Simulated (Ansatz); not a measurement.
Pulling on the Si1–Cl3 bond in ClFSi (SMILES F[Si]Cl) (multiplicity 1 held, fragments rigid). Energies count from the point at 2.097 Å.
Geometry at that point (charge 0, multiplicity 1):
```xyz
3

Si     0.3476     0.2675     0.7820
F      0.9504     1.3420    -0.2547
Cl    -0.7894    -0.9308    -0.5091
```

Restricted levels (R-, RO-) in cc, def2 and unpolarised 6-31G sets keep to the state of the molecule at rest. U- levels take the lowest unrestricted solution at each point, which mixes spins at long bonds. Active spaces are followed from a long bond inwards. Curves can end on different states.

Correlated levels freeze the cores.

Run with Ansatz (an electronic-structure program). 

**Question.** One of these levels gives 103.46 kcal/mol for the energy at R = 6.709 Å. Which?
A. U-MP2/cc-pV(D+d)Z
B. U-HF/cc-pV(D+d)Z
C. R-MP2/cc-pV(D+d)Z
D. CASSCF(6,4)/cc-pV(D+d)Z

**Answer.** A, U-MP2/cc-pV(D+d)Z. The others give 77.33 (U-HF/cc-pV(D+d)Z), 130.91 (R-MP2/cc-pV(D+d)Z), 89.50 (CASSCF(6,4)/cc-pV(D+d)Z)

Doubts at one or more of the structures used: a spin-contaminated determinant (U-HF/cc-pV(D+d)Z, U-MP2/cc-pV(D+d)Z); a restricted determinant that unrestricted orbitals would lower (R-MP2/cc-pV(D+d)Z); active orbitals that take no part (CASSCF(6,4)/cc-pV(D+d)Z).
